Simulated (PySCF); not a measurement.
# VS₂⁻, triplet: computed properties

Level of theory: UPBE0/[V def2-SVPD, S def2-SVPD], no relativity, density fitting, PySCF.

The structure is a minimum.

```xyz
3
charge -1 multiplicity 3, angstrom
V     0.0000    0.0000   -0.4589
S     1.9447    0.0000    0.3641
S    -1.9447    0.0000    0.3641
```

```json
{
  "Point group": "C2v",
  "Bond lengths": "V–S 2.112 Å (×2)",
  "Bond angles": "S–V–S 134.1°",
  "Rotational symmetry number": "2",
  "Highest occupied level (α)": "-1.77 eV",
  "Principal quadrupole moments (Buckingham, traceless) about the centre of mass": "-24.90, 10.30, 14.60 D Å",
  "Lowest empty level (α)": "1.45 eV",
  "Spin squared ⟨S²⟩": "2.132",
  "Zero-point energy": "6.6 kJ/mol",
  "Entropy at 298.15 K and 1 bar (electronic part: spin only)": "297.9 J/(mol K)",
  "Heat capacity Cp at 298.15 K": "51.8 J/(mol K)",
  "Principal polarisabilities": "105.3, 110.5, 164.9 bohr³",
  "Dipole moment about the centre of mass": "3.56 D",
  "Enthalpy at 298.15 K above 0 K": "13.01 kJ/mol",
  "Rotational constants": "0.8778, 0.06971, 0.06458 cm⁻¹"
}
```

Harmonic modes (masses in u: V 50.944, S 31.972):
```
symmetry  ω (cm⁻¹)  IR (km/mol)     type
      a1       104          5.9     bend
      a1       452         33.2  stretch
      b2       552          266  stretch
```

In C2v the vibrations span 2a1 + b2. Here b1 is antisymmetric to the molecular plane and b2 lies in it.

Charges (e); Mulliken and Löwdin values are unreliable with diffuse functions:
```tsv
atom	Mulliken	Löwdin	polar tensor	spin (Mulliken)	Mayer order to V1
V1	0.63	0.29	1.09	2.72	–
S2,3	-0.81	-0.64	-1.04	-0.36	1.64
```

Mulliken populations on V1: s 6.60, p 12.37, d 3.40, f 0.01.

Formally V is in oxidation state +3, d2, with 2 unpaired electrons (the high-spin count). The Mulliken spin on V is 2.72. The polar-tensor charge on V, 1.09, is far below the formal one.

Only a few start shapes were tried, so a lower isomer may exist. Open d and f shells are described by one determinant, and the ground state may have another occupation or spin. The lowest empty level of this anion is unbound, so it and the gap depend on the basis.

The final relaxation and frequency run took 74 s on 4 threads of a shared Intel Xeon @ 2.70GHz host, with 88 basis functions and 12 gradients; the process peaked at 0.9 GiB.
